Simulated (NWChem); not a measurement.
System: Si₂H₄OClF; SMILES O[Si@@H](F)[SiH2]Cl

```xyz
9

O      1.3449     1.5238    -0.6821
Si     0.0750     1.2357     0.3326
F     -1.0577     2.3940     0.1583
Si    -0.8615    -0.7995    -0.3370
Cl     0.4811    -2.2931     0.2033
H      1.9738     2.2129    -0.4458
H      0.4923     1.2811     1.7632
H     -2.1550    -1.0580     0.3591
H     -1.0768    -0.8489    -1.8111
```
Atoms are numbered in this order, from 1.

The geometry was optimised at PBE0/def2-SVP.

**Question.** Give the principal values of the shielding tensors (ppm) of O1, Si2, F3, Si4, Cl5 from PBE0/pcSseg-1, GIAO (NWChem), with their diamagnetic and paramagnetic parts as GIAO splits them.

**Answer.** 
```csv
atom,σ11,σ22,σ33,isotropic,diamagnetic,paramagnetic
O1,210.1,282.1,315.3,269.2,390.5,-121.3
Si2,338.3,351.3,372.7,354.1,878.7,-524.5
F3,235.2,332.7,398.9,322.3,473.4,-151.2
Si4,343.9,347.6,454.4,381.9,879.9,-498.0
Cl5,1020.3,1054.4,1114.6,1063.1,1148.7,-85.6
```
